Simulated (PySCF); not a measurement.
C2H6Mg, singlet, geometry from GFN2-xTB (such geometries of metal compounds can be far from the true shape), with bond 8-6 at 1.25 times its length; PBE0/6-31G in PySCF.

Here is a job for PySCF.
```python
from pyscf import gto, scf, dft

mol = gto.M(
    atom='''
Mg   -0.01819889    0.66989224    0.10834056
C     1.43542092   -0.14320832   -1.21160084
H     1.86730763   -1.00768391   -0.70053360
H     2.25335339    0.50190837   -1.53163332
H     0.92848128   -0.51145758   -2.10691079
C    -1.41524937   -0.59434568    1.09173900
H    -1.51373670   -1.46845797    0.44255515
H    -2.66175401   -0.08710602    1.30644751
H    -1.02559520   -0.93913775    2.05210105
''',
    basis='6-31g',
    verbose=5,
)

mf = dft.RKS(mol)
mf.xc = 'pbe0'
mf.kernel()
mo_i, mo_e, stable_i, stable_e = mf.stability(internal=True, external=True, return_status=True, nroots=6, tol=1e-6)
print('internally stable:', stable_i, ' externally stable:', stable_e)
if not stable_e:
    umf = mf.to_uhf() if not hasattr(mf, 'xc') else mf.to_uks()
    umf.scf_summary = {}
    umf.kernel(umf.make_rdm1(mo_e, umf.mo_occ))
mf.analyze()
```

The log (banner, timings and long lists left out):

```
PySCF version 2.14.0

[INPUT] verbose = 5
[INPUT] max_memory = 4000
[INPUT] num. atoms = 9
[INPUT] num. electrons = 30
[INPUT] charge = 0
[INPUT] spin (= nelec alpha-beta = 2S) = 0
[INPUT] symmetry False subgroup None
[INPUT] Mole.unit = angstrom
[INPUT] Symbol           X                Y                Z      unit          X                Y                Z       unit  Magmom
[...]
[INPUT] ---------------- BASIS SET ----------------
[INPUT] l, kappa, [nprim/nctr], expnt,             c_1 c_2 ...
[INPUT] C
[...]
                                457.36951         0.0140373
                                103.94869         0.0688426
                                29.210155         0.2321844
                                9.286663          0.4679413
                                3.163927          0.362312
[...]
                                1.8812885         -0.1608542
                                0.5442493         1.1434564
[...]
                                1.8812885         0.316424
                                0.5442493         0.7443083
[...]
[INPUT] H
[...]
                                2.8253937         0.23472695
                                0.6401217         0.81375733
[...]
[INPUT] Mg
[...]
                                1759.93           0.015114
                                400.846           0.073911
                                112.807           0.249191
                                35.9997           0.487928
                                12.1828           0.319662
[...]
                                45.2119           -0.041008
                                14.3563           -0.1126
                                5.13886           0.148633
                                1.90652           0.616497
                                0.705887          0.364829
[...]
                                0.269035          -0.107985
                                0.117379          1.17584
[...]
                                45.2119           0.034989
                                14.3563           0.140725
                                5.13886           0.333642
                                1.90652           0.44494
                                0.705887          0.269254
[...]
                                0.269035          0.19227
                                0.117379          0.846181
[...]
nuclear repulsion = 79.1889475698536
number of shells = 29
number of NR pGTOs = 114
number of NR cGTOs = 43
[...]
converged SCF energy = -279.589751009543
<class 'pyscf.dft.rks.RKS'> wavefunction is stable in the internal stability analysis
<class 'pyscf.dft.rks.RKS'> wavefunction is stable in the real -> complex stability analysis
<class 'pyscf.dft.rks.RKS'> wavefunction is stable in the RHF/RKS -> UHF/UKS stability analysis
internally stable: True  externally stable: True
Total Energy =                        -279.589751009543420
[...]
8 H 2s          -0.02747  -0.19814  -0.37301  -0.50956  -0.28947
               #41       #42       #43
0 Mg 1s         -0.00006  -0.00003  -0.00019
0 Mg 2s          0.00019   0.00010   0.00056
0 Mg 3s          0.06236   0.01062   0.04430
0 Mg 4s          0.03471   0.01474   0.08400
0 Mg 2px         0.00003  -0.00073   0.00016
0 Mg 2py        -0.00013  -0.00019  -0.00021
0 Mg 2pz        -0.00007   0.00059  -0.00014
0 Mg 3px        -0.01967   0.12944  -0.02370
0 Mg 3py         0.11982   0.03919   0.13363
0 Mg 3pz         0.01932  -0.08719   0.04070
0 Mg 4px         0.01281  -0.04949   0.01223
0 Mg 4py        -0.04910  -0.01641  -0.05549
0 Mg 4pz        -0.01445   0.03699  -0.01910
1 C 1s          -0.00218  -0.00350   0.00489
1 C 2s           0.23905   0.06494  -0.06578
1 C 3s          -0.02573  -0.53889   0.79671
1 C 2px          0.03853  -0.00706  -0.00591
1 C 2py         -0.16229  -0.00496  -0.01896
1 C 2pz         -0.06807  -0.01507  -0.01425
1 C 3px         -0.06323  -0.00026  -0.06719
1 C 3py          0.11289  -0.04691  -0.02498
1 C 3pz          0.10180   0.00157   0.06181
2 H 1s          -0.19116  -0.03956   0.04831
2 H 2s           0.47733   0.00056   0.01684
3 H 1s          -0.05074  -0.04641   0.06217
3 H 2s           0.11699   0.00623  -0.03393
4 H 1s          -0.17536  -0.06062   0.03523
4 H 2s           0.42575   0.06120   0.05528
5 C 1s          -0.00128   0.00495   0.00323
5 C 2s           0.15262  -0.07764  -0.03972
5 C 3s          -0.00091   0.78659   0.53772
5 C 2px          0.02634  -0.02835  -0.00998
5 C 2py         -0.15064   0.02034   0.00284
5 C 2pz          0.03479  -0.00771   0.01912
5 C 3px          0.05915  -0.00267   0.04447
5 C 3py          0.08269   0.04864  -0.02022
5 C 3pz         -0.10228  -0.00153  -0.06901
6 H 1s          -0.14314   0.06990   0.04778
6 H 2s           0.37515  -0.02819  -0.03117
7 H 1s           0.00841   0.00762   0.00595
7 H 2s          -0.05452   0.12422   0.05534
8 H 1s          -0.13887   0.08448   0.02392
8 H 2s           0.33871  -0.06809   0.03823
 ** Mulliken pop on meta-lowdin orthogonal AOs  **
 ** Mulliken pop  **
 ** Mulliken atomic charges  **
charge of    0Mg =      1.12376
charge of    1C =     -0.85753
charge of    2H =      0.10220
charge of    3H =      0.10276
charge of    4H =      0.10220
charge of    5C =     -0.81880
charge of    6H =      0.10535
charge of    7H =      0.03615
charge of    8H =      0.10392
Dipole moment(X, Y, Z, Debye):  0.30913,  2.73996,  0.34471
```
